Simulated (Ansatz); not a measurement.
Relaxation of F4H2Zr (7 atoms, charge 0, multiplicity 1), to a largest force component of 0.03 eV/Å in at most 50 steps.

All numbers below come from RKS r2SCANh-D4/def2-SVP (Ansatz).

```xyz
7
Properties=species:S:1:pos:R:3
Zr 0.175 0.000 -0.045
F 0.156 0.000 1.901
F 1.980 0.000 -0.615
F -0.655 1.555 -0.744
F -0.655 -1.555 -0.744
H -2.561 0.000 1.295
H -1.961 0.000 1.690
```

Q: Where does it end, and by what steps?

A: It converged. The force dipped under the threshold on the way, but the program's further checks kept it going. After 10 steps the energy has fallen by 0.118 eV; H6 moved furthest, 0.40 Å.

```
step  energy less start (eV)  largest force component (eV/Å)  accepted
   0                  0.0000                           1.376       yes
   1                 -0.0661                           0.977       yes
   2                 -0.0740                           0.830       yes
   3                 -0.0946                           0.265       yes
   4                 -0.0965                           0.477       yes
   5                 -0.1126                           0.118       yes
   6                 -0.1149                           0.056       yes
   7                 -0.1169                           0.028       yes
   8                 -0.1103                           0.397        no
   9                 -0.1178                           0.034       yes
  10                 -0.1182                           0.002       yes
```

```xyz
7
Properties=species:S:1:pos:R:3
Zr 0.122 0.000 0.067
F 0.394 0.000 1.953
F 1.848 0.000 -0.711
F -0.742 1.574 -0.556
F -0.742 -1.574 -0.556
H -2.386 0.000 0.939
H -2.016 0.000 1.602
```

Whether the end is a true minimum wasn't checked by a vibrational analysis.

Time of the run: 27 s on 4 threads of Arm Neoverse V1, with other jobs on the host, peak memory 0.24 GiB.
